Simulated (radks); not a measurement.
Values are calculated unless marked as measured or tabulated.
The selenium ion Se+, configuration [Ar] 3d10 4s2 4p3 (the NIST ground configuration).

Code: a radial shooting solver on a logarithmic mesh with Libxc functionals. Model: scalar-relativistic Kohn-Sham, LB94 model potential, spin-polarised, spherical densities, finite nucleus; open shells are filled with parallel spins first; Fermi nuclear charge, rms radius 4.14 fm.

Energy parts (eV):
| part | energy |
|---|---|
| kinetic | 67766.678 |
| electron-nucleus | -159473.410 |
| Hartree | 27984.899 |
(The LB94 potential has no energy functional, so no total or exchange-correlation energy is given.)

Orbitals (lengths in bohr, moments of r in powers of bohr; <r^-3> diverges for s and p1/2; r(max) is where P^2 peaks; r(90%) holds 90 % of the orbital's charge):
| orbital | occ. | eigenvalue (eV) | r(max) | r(90%) | <r^-3> | <r> |
|---|---|---|---|---|---|---|
| 1s down | 1 | -12610.91 | 0.02879 | 0.0786 | - | 0.04399 |
| 1s up | 1 | -12610.89 | 0.02879 | 0.0786 | - | 0.04399 |
| 2s up | 1 | -1645.475 | 0.1644 | 0.302 | - | 0.1953 |
| 2s down | 1 | -1645.367 | 0.1644 | 0.302 | - | 0.1954 |
| 2p up | 3 | -1452.986 | 0.1315 | 0.278 | 1242 | 0.1704 |
| 2p down | 3 | -1452.808 | 0.1315 | 0.278 | 1242 | 0.1704 |
| 3s up | 1 | -233.9257 | 0.5030 | 0.857 | - | 0.5752 |
| 3s down | 1 | -233.7420 | 0.5032 | 0.859 | - | 0.5761 |
| 3p up | 3 | -173.7161 | 0.5009 | 0.902 | 174.5 | 0.5897 |
| 3p down | 3 | -173.6092 | 0.5012 | 0.905 | 173.9 | 0.5910 |
| 3d down | 5 | -74.0994 | 0.4508 | 1.04 | 20.40 | 0.6259 |
| 3d up | 5 | -74.0168 | 0.4504 | 1.03 | 20.54 | 0.6229 |
| 4s down | 1 | -33.0693 | 1.440 | 2.51 | - | 1.685 |
| 4s up | 1 | -32.8429 | 1.464 | 2.56 | - | 1.719 |
| 4p up | 3 | -21.1041 | 1.731 | 3.17 | 14.32 | 2.090 |
| 4p down | 0 | -20.8661 | 1.680 | 3.12 | 15.71 | 2.044 |

The highest occupied level is 4p up at -21.104 eV. The spin density at the nucleus is -1.293 e/bohr^3 (1s -0.220, 2s 0.366, 3s 0.743, 4s -2.182). Summed over all electrons, <r^2> = 30.18 bohr^2, which gives a Langevin (diamagnetic) susceptibility term of -23.9 x 10^-6 cm^3/mol. The density falls to 0.001 e/bohr^3 at r = 3.87 bohr.
